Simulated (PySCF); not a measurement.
## Electron correlation in Cl⁺ (chlorine, charge +1)

[Ne] 3s2 3p4, high-spin 3P determinant. All numbers are calculated (PySCF 2.14, no relativity, point nucleus, in 6-31G*). Frozen: [Ne]; 6 electrons correlated.

MP2 pair energies summed by pair of shells (mhartree):

```tsv
pair	energy	share (%)
3p-3p	-39.97	47.6
3s-3p	-36.81	43.9
3s-3s	-7.13	8.5
```

Total MP2 correlation energy: -83.91 mhartree.

Same-spin part -20.04 and opposite-spin part -63.87 mhartree; SCS-MP2 scales them by 1/3 and 6/5 to -83.33 mhartree.

```
  level  correlation energy (mhartree)
   CCSD                        -102.63
    (T)                          -1.16
CCSD(T)                        -103.79
```

Diagnostics: T1 = 0.0058, D1 = 0.0189, largest double amplitude 0.049.

Cost of the coupled-cluster step: 0.1 s of wall time on 1 thread of Neoverse-V1 (shared host), for 6 correlated electrons.
